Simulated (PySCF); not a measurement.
**Gas-phase XPS of `[SiH3]c1cccs1`, computed**

Compound: C4H6SSi.
Bonds: Si1–C2, C2–C3 (aromatic), C3–C4 (aromatic), C4–C5 (aromatic), C5–S6 (aromatic), C2–S6 (aromatic). Hydrogens: H7, H8, H9 on Si1; H10 on C3; H11 on C4; H12 on C5.

The calculation used PySCF 2.14.0, delta-SCF UKS SCAN, pcX-2 on the ionised atom, pcseg-1 elsewhere, spin-free X2C. Vertical ΔSCF values, vacuum level as zero.

What binding energy does each computed site have?

| atom(s) | environment | level | binding energy (eV) | 2p1/2 (eV) | above the level's lowest (eV) | count |
| --- | --- | --- | --- | --- | --- | --- |
| Si1 | SiH3 silicon | Si 2p3/2 | 106.72 | 107.35 | 0.00 | 1 |
| C2 | substituted aromatic carbon | C 1s | 290.22 | – | 0.00 | 1 |
| C3 | aromatic CH carbon | C 1s | 290.24 | – | +0.02 | 1 |
| C4 | aromatic CH carbon | C 1s | 290.28 | – | +0.06 | 1 |
| C5 | aromatic CH next to a ring sulfur | C 1s | 290.58 | – | +0.36 | 1 |
| Si1 | SiH3 silicon | Si 1s | 1846.47 | – | 0.00 | 1 |
| S6 | thiophene-type sulfur | S 1s | 2477.76 | – | 0.00 | 1 |

Lowest listed C 1s: C2, bonded to S (aromatic in the SMILES), C (aromatic in the SMILES) and Si. Highest, 0.36 eV above it: C5, bonded to S (aromatic in the SMILES), C (aromatic in the SMILES) and H. The values 290.22, 290.24 and 290.28 eV lie too close for their order to be trusted.

Give the binding energy of C 1s of C2 in hartree and in kJ/mol.

290.22 eV = 10.6654 Eh = 28002 kJ/mol.

Not every level is listed. The 2p values add to the ΔSCF energy of one spin-free hole a correction within the shell (spin–orbit coupling, ligand field). 2p1/2 minus 2p3/2 (ligand field included): Si 0.62 eV. Isolated species at its GFN2-xTB geometry, gas phase.
